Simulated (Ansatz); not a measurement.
Total energies of Al3Cl3 from Ansatz at B97M-V/def2-TZVPD, gas phase (1 Eh = 27.2114 eV = 2625.5 kJ/mol). The reference geometry is relaxed at r2SCAN-D4/def2-SVP.

```xyz
6

Al    1.286   -0.548   -0.965
Al   -0.771    0.825   -1.656
Al   -0.591    0.344    0.868
Cl   -2.346   -0.621   -0.326
Cl    3.370   -0.146   -0.862
Cl   -0.948    0.146    2.941
```

```tsv
state	geometry	energy (Eh)
charge 0 singlet	reference	-2107.61741
charge -1 doublet	reference	-2107.67841
free Al atom (doublet)	–	-242.29746
free Cl atom (doublet)	–	-460.02657
```

(1) Work out the vertical electron affinity, to the doublet.

(2) What is the binding energy per atom against free atoms?

(1) E(charge 0 singlet) − E(charge -1 doublet) = -2107.61741 − (-2107.67841) = 0.06100 Eh = 1.66 eV.

(2) Atoms: 3 × (-242.29746) + 3 × (-460.02657) = -2106.97209 Eh. Binding: -2106.97209 − (-2107.61741) = 0.64532 Eh = 17.56 eV, or 2.93 eV for each of 6 atoms (no zero-point energy, no counterpoise term).

The restricted singlet is unstable towards broken spin symmetry in Hartree–Fock (as tested in another run); at B97M-V/def2-TZVPD this wasn't settled. At B97M-V/def2-TZVPD the highest occupied level of the charge -1 doublet lies above zero (up to 0.39 eV). By energy differences its removal costs 1.66 eV (vertical, to the charge 0 singlet, at B97M-V/def2-TZVPD); a positive level beside a positive removal energy at the same level points to self-interaction error. 

The structure comes from a short search, and lower isomers may exist.
